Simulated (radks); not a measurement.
The carbon anion C4-, [Ne], held by a Watson sphere: a shell of charge +4 at radius R that stands for the Madelung well of a crystal (potential energy -4/R inside, -4/r outside, in hartree with lengths in bohr). Method: non-relativistic Kohn-Sham, PBE, spin-polarised, spherical densities, point nucleus; computed with a radial shooting solver on a logarithmic mesh with Libxc functionals. Response by self-consistent Sternheimer equations with the Hartree and adiabatic LDA kernel. The sphere does not respond.

R (bohr)  e(1s) (eV)  e(2s) (eV)  e(2p) (eV)  <r> 2p (bohr)  sum of <r^2> (bohr^2)  X-ray form factor at sin(theta)/lambda = 0.2 1/angstrom  alpha (bohr^3)
1.72         -264.85     -17.523      -8.599          1.814                  30.77                                                    4.803           17.67
1.97         -265.64     -16.180      -7.737          1.960                  35.57                                                    4.428           23.87
2.43         -267.00     -14.117      -6.413          2.224                  45.12                                                    3.913           40.24
2.54         -267.27     -13.706      -6.142          2.287                  47.55                                                    3.821           45.38
2.56         -267.31     -13.635      -6.094          2.298                  48.00                                                    3.805           46.38
2.59         -267.38     -13.530      -6.024          2.316                  48.68                                                    3.783           47.91
3.04         -268.15     -12.204      -5.101          2.577                  59.41                                                    3.534           76.78
3.88         -268.86     -10.758      -3.936          3.083                  82.91                                                    3.398           170.1
3.97         -268.90     -10.663      -3.845          3.139                  85.72                                                    3.399           183.7
